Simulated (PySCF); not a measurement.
**Charge on either side of a bond**

Species: C2H9BN (charge -1).
SMILES with atom numbers: `[CH3:1][BH2-:2][NH:3][CH3:4]` (hydrogens: H5, H6, H7 on C1; H8, H9 on B2; H10 on N3; H11, H12, H13 on C4)

Structure used (PBE0-D3(BJ)/def2-SVP), in Å, numbered top down from 1:
```
atom  x, y, z in Å
C1     1.6069    0.3740   -0.0819
B2     0.2465   -0.3912    0.4195
N3    -0.9942    0.2199   -0.2770
C4    -2.2306   -0.4346    0.0096
H5     2.5155   -0.0192    0.4129
H6     1.5719    1.4633    0.1199
H7     1.7801    0.2661   -1.1742
H8     0.3577   -1.6430    0.1866
H9     0.1119   -0.2618    1.6658
H10   -0.8465    0.2047   -1.2865
H11   -2.2688   -1.5336   -0.2219
H12   -2.4438   -0.3652    1.0934
H13   -3.0981    0.0268   -0.5133
```

Atomic charges (e) from the PBE0/pcSseg-1 density (PySCF):

```
atom  Mulliken      IAO  Hirshfeld  ESP-fitted
  C1   -0.4894  -0.5196    -0.2280     -0.5906
  B2   +0.2282  -0.1864    -0.0851     +0.6850
  N3   -0.5616  -0.5067    -0.2633     -0.8624
  C4   -0.0958  -0.2636    -0.0964     +0.0919
  H5   +0.0463  +0.0940    -0.0098     +0.0574
  H6   +0.0419  +0.0904    -0.0131     +0.0518
  H7   +0.0289  +0.0781    -0.0159     +0.0474
  H8   -0.2525  -0.1353    -0.1822     -0.3959
  H9   -0.1970  -0.0995    -0.1622     -0.3390
 H10   +0.1164  +0.1948    +0.0640     +0.3132
 H11   +0.0231  +0.0594    -0.0148     -0.0552
 H12   +0.0732  +0.1132    +0.0120     +0.0184
 H13   +0.0383  +0.0812    -0.0048     -0.0219
```

**Question.** Cut each of the bonds C1–B2, N3–B2 and C4–N3 in turn and sum the charges on the side of the atom named first.

**Answer.** In e; the other side holds the total charge, -1, less this:

| bond cut | piece | atoms | Mulliken | IAO | Hirshfeld | ESP-fitted |
| --- | --- | --- | --- | --- | --- | --- |
| C1–B2 | CH3 | 4 | -0.372 | -0.257 | -0.267 | -0.434 |
| N3–B2 | CH4N | 6 | -0.406 | -0.322 | -0.303 | -0.516 |
| C4–N3 | CH3 | 4 | +0.039 | -0.010 | -0.104 | +0.033 |

Extremes among these pieces. Mulliken: lowest CH4N at N3, highest CH3 at C4; IAO: lowest CH4N at N3, highest CH3 at C4; Hirshfeld: lowest CH4N at N3, highest CH3 at C4; ESP-fitted: lowest CH4N at N3, highest CH3 at C4.

**Question.** Do the schemes agree better on the pieces than on the single atoms at the cuts?

**Answer.** The spread between schemes averages 0.177 e for the pieces and 0.439 e for the atoms named first; it is smaller for the piece at 3 of the 3 cuts. On average they agree better on the pieces. The sign differs between schemes (beyond ±0.03 e) for CH3 at C4.

Geometry: PBE0-D3(BJ)/def2-SVP, one conformer, isolated ion. The pcSseg-1 basis has no diffuse functions, a weakness for an anion.

These values come from a run that also computed NMR shieldings. On an x86-64 server with one thread, no GPU, shared host, this took 6.3 s wall.
